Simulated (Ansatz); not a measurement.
Q: Predict a relaxed structure of the cluster Sr2O2⁻ (the lowest doublet isomer of a short search), charge -1, doublet, at r2SCAN-D4/def2-TZVPD (Ansatz).

A: 
```csv
atom,x (Å),y (Å),z (Å)
Sr1,1.2202,-0.4510,0.9865
Sr2,-1.2201,0.4514,-0.9865
O3,0.7640,-0.4671,-1.1585
O4,-0.7641,0.4667,1.1585
```
Point group D2h (tolerance 0.1 Å). This is one stationary point.

In the def2 sets Sr takes a core potential; there is no spin–orbit coupling. The highest occupied level of the charge -1 doublet lies above zero (up to 0.87 eV). By energy differences its removal costs 0.28 eV (vertical, to the charge 0 singlet, at r2SCAN-D4/def2-TZVPD); a positive level beside a positive removal energy at the same level points to self-interaction error. The relaxation made no stability test and no search for a lower SCF solution. The structure comes from a short search, and lower isomers may exist.
